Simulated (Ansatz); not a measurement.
Reactions of `OB(F)[SiH2][SiH3]`.

Program: Ansatz. Geometries: PBE0-D4/def2-TZVP. ΔE: electronic, gas phase. CCSD(T)/CBS adds triple-zeta CCSD(T) − MP2 to the extrapolated MP2 energy (def2 sets, frozen cores). This one scheme is used for every species. Functionals use def2-TZVPP. def2 core potentials past Kr. For Sn outer-core shells are correlated without core-valence functions, which leaves a few kJ/mol of doubt a bond. One conformer a species, not always the lowest.

| reaction | MP2/CBS(def2) (kcal/mol) | ωB97X-V (kcal/mol) | HF/CBS(def2) (kcal/mol) | r2SCAN-D4 (kcal/mol) | CCSD(T)/CBS(def2) (kcal/mol) |
| --- | --- | --- | --- | --- | --- |
| `OB(F)[SiH2][SiH3]` + `O[SiH2]S` → `[SiH3][SiH2]O[SiH2]S` + `OBF` | -29.4 | -26.8 | -33.1 | -25.9 | -27.7 |
| `OB(F)[SiH2][SiH3]` + `[OH][SnH3]` → `[SiH3][SiH2][O][SnH3]` + `OBF` | -30.5 | -27.5 | -35.4 | -26.6 | -28.8 |
| `OB(F)[SiH2][SiH3]` + `BN[SiH2]Cl` → `BN([SiH2][SiH3])[SiH2]Cl` + `OBF` | -16.3 | -12.6 | -14.4 | -11.6 | -14.1 |
| `OB(F)[SiH2][SiH3]` + `[NH2][AlH][OH]` → `[NH2][AlH][O][SiH2][SiH3]` + `OBF` | -30.8 | -28.8 | -36.1 | -28.1 | -29.5 |
| `OB(F)[SiH2][SiH3]` + `[SiH3]S` → `OB(F)[SiH2]S` + disilane | 0.9 | 0.6 | 0.8 | 0.9 | 0.8 |
| `OB(F)[SiH2][SiH3]` + H–F → `F[SiH2][SiH3]` + `OBF` | -33.6 | -33.2 | -41.6 | -32.5 | -32.5 |

Largest T1 diagnostic: 0.014, for `OB(F)[SiH2][SiH3]`.
